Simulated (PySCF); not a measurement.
Molecule: `[SiH2]1[C@H](F)C1`, C₂H₅FSi.

Geometry:
| atom | x (Å) | y (Å) | z (Å) |
| --- | --- | --- | --- |
| F1 | -1.494 | 0.124 | -1.385 |
| C2 | -0.922 | 0.103 | -0.147 |
| C3 | 0.376 | 0.875 | 0.009 |
| Si4 | 0.566 | -0.973 | 0.243 |
| H5 | -1.671 | 0.272 | 0.640 |
| H6 | 0.782 | 1.243 | -0.942 |
| H7 | 0.448 | 1.612 | 0.816 |
| H8 | 1.219 | -1.710 | -0.863 |
| H9 | 0.710 | -1.556 | 1.601 |

Geometry PBE0-D3(BJ)/def2-SVP throughout; GIAO in PySCF, gas phase, one conformer, non-relativistic; equivalent atoms averaged; basis pcSseg-2.

For orientation, LDA gives these absolute shieldings σ: F1 415.1, C2 98.0, C3 177.8, Si4 454.9, H5 25.38, H8 27.64, H9 27.90, H7 29.51, H6 29.84 ppm.

A run gave: F1 413.0, C2 107.1, C3 181.9, Si4 489.7, H5 25.96, H8 28.28, H9 28.51, H7 29.95, H6 30.23 ppm (absolute shieldings σ).

Which functional was used in that run?
A. PBE0
B. OPBE
C. BHandHLYP
D. BLYP

## Answers

B. Si4 tells them apart best: OPBE gives 489.7, BHandHLYP gives 480.3, PBE0 gives 479.6, BLYP gives 454.8 ppm.
